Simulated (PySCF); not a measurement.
# Shifts of the heteroatoms

Molfile (atoms numbered from 1):
```
C3H15NSi3
     RDKit          3D

 22 21  0  0  0  0  0  0  0  0999 V2000
   -1.2925   -0.4845    1.6023 C   0  0  0  0  0  0  0  0  0  0  0  0
   -1.1857    0.2929    0.2957 C   0  0  0  0  0  0  0  0  0  0  0  0
   -2.1171   -0.3096   -0.7499 C   0  0  0  0  0  0  0  0  0  0  0  0
    0.6398    0.3454   -0.3220 Si  0  0  0  0  0  4  0  0  0  0  0  0
    0.5288    1.3585   -1.7362 N   0  0  0  0  0  0  0  0  0  0  0  0
    1.2982   -1.7268   -1.1498 Si  0  0  0  0  0  4  0  0  0  0  0  0
    1.9491    1.2529    1.3914 Si  0  0  0  0  0  4  0  0  0  0  0  0
   -2.3194   -0.4923    1.9681 H   0  0  0  0  0  0  0  0  0  0  0  0
   -0.9806   -1.5178    1.4565 H   0  0  0  0  0  0  0  0  0  0  0  0
   -0.6625   -0.0431    2.3733 H   0  0  0  0  0  0  0  0  0  0  0  0
   -1.5216    1.3186    0.4896 H   0  0  0  0  0  0  0  0  0  0  0  0
   -1.8639   -1.3534   -0.9284 H   0  0  0  0  0  0  0  0  0  0  0  0
   -2.0343    0.2264   -1.6921 H   0  0  0  0  0  0  0  0  0  0  0  0
   -3.1550   -0.2653   -0.4190 H   0  0  0  0  0  0  0  0  0  0  0  0
    0.0363    2.2361   -1.6766 H   0  0  0  0  0  0  0  0  0  0  0  0
    1.3435    1.4763   -2.3164 H   0  0  0  0  0  0  0  0  0  0  0  0
    2.7298   -1.7258   -1.4780 H   0  0  0  0  0  0  0  0  0  0  0  0
    1.1176   -2.7882   -0.1524 H   0  0  0  0  0  0  0  0  0  0  0  0
    0.6140   -2.1993   -2.3576 H   0  0  0  0  0  0  0  0  0  0  0  0
    3.1291    1.9449    0.8568 H   0  0  0  0  0  0  0  0  0  0  0  0
    2.4603    0.2270    2.3053 H   0  0  0  0  0  0  0  0  0  0  0  0
    1.2757    2.2464    2.2386 H   0  0  0  0  0  0  0  0  0  0  0  0
  1  2  1  0
  2  3  1  0
  2  4  1  0
  4  5  1  0
  4  6  1  0
  4  7  1  0
  1  8  1  0
  1  9  1  0
  1 10  1  0
  2 11  1  0
  3 12  1  0
  3 13  1  0
  3 14  1  0
  5 15  1  0
  5 16  1  0
  6 17  1  0
  6 18  1  0
  6 19  1  0
  7 20  1  0
  7 21  1  0
  7 22  1  0
M  END
```

PySCF 2.14 calculation with NMR shieldings at PBE0/pcSseg-1/GIAO and GFN2-xTB geometry; no relativistic terms, single conformer, equivalent nuclei averaged, gas phase.

(1) Where does 29Si resonate?

(2) Where does 15N resonate?

Answers

(1) 
| atoms | environment | σ (ppm) | δ (ppm) |
| --- | --- | --- | --- |
| Si4 | silicon bonded to C, N, 2 Si | 358.0 | -14.3 |
| Si6/Si7 | silicon bonded to Si, 3 H | 470.0 | -106.3 |

Shieldings were converted by a linear fit to measured shifts: 29Si: δ = 279.94 − 0.822σ (rms 8.9 ppm, 72 shifts, 25.8 ppm with the 6 outliers that the fit left out vs TMS, solution or neat liquid). A few per cent of atoms miss by over 2 rms, more outside the fitted compound classes.

On a 600 MHz spectrometer 29Si resonates near 119.2 MHz, so 1 ppm is 119.2 Hz.

(2) 
```json
{"atoms": "N5", "environment": "nitrogen bonded to Si, 2 H", "σ (ppm)": "256.9", "δ (ppm)": "-384.8"}
```

Shieldings were converted by a linear fit to measured shifts: 15N (scatter 6.3 ppm rms vs CH3NO2, solution or neat liquid). Occasional misses reach two or three times the rms, and more in compound classes unlike the fitted ones.

On a 500 MHz spectrometer 15N resonates near 50.7 MHz, so 1 ppm is 50.7 Hz.
